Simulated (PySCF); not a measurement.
## UHF on Nb²⁺ (niobium, charge +2)

Configuration: [Kr] 4d3, high-spin 4F determinant. All numbers are calculated (PySCF 2.14, scalar relativity through the core potential, in aug-cc-pVDZ-PP with ECP28MDF (5s5p4d2f, 54 functions)).

```
Total energy             : -55.445827 hartree
One-electron energy      : -88.0960 hartree
Hartree (Coulomb) energy : 38.6282 hartree
Exchange energy          : -5.9780 hartree
⟨S²⟩                     : 3.7534
⟨L²⟩                     : 12.040
Sum of ⟨r⟩               : 15.80 bohr
Sum of ⟨r²⟩              : 26.66 bohr²
Time after the integrals : 0.19 s of wall time on 1 thread of Intel(R) Xeon(R) Platinum 8559C (shared host)
```

| shell | electrons | mean orbital energy (eV) | rms radius, mean of both spins (bohr) |
| --- | --- | --- | --- |
| 4s α | 1 | -92.013 | 1.25 |
| 4s β | 1 | -88.012 | 1.25 |
| 4p α | 3 | -63.386 | 1.39 |
| 4p β | 3 | -58.039 | 1.39 |
| 4d α | 3 | -25.333 | 1.99 |

Energies and moments cover only the electrons outside the core potential.
